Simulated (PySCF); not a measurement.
C6H7, SMILES [C]1=CCCC=C1 (connectivity only; charge and spin as stated), charge +1, multiplicity 1.

Geometry: ωB97X-D3(BJ)/def2-SVP. The spin state was assumed, not searched. The isomer is the one that the SMILES or the coordinates give; other isomers of the formula were not compared. One conformer was computed; it need not be the lowest.

Computed with SMD-PBE0/def2-SVP run with PySCF.

Solvation free energies are E(SMD) − E(gas) at the gas-phase geometry, for 1 M in both phases.

| solvent | ΔG(solv) (kcal/mol) | its non-electrostatic (CDS) part |
|---|---|---|
| water | -57.3 | 2.7 |
| 2-propanol | -58.9 | -1.3 |
| diethylether | -49.3 | -2.8 |
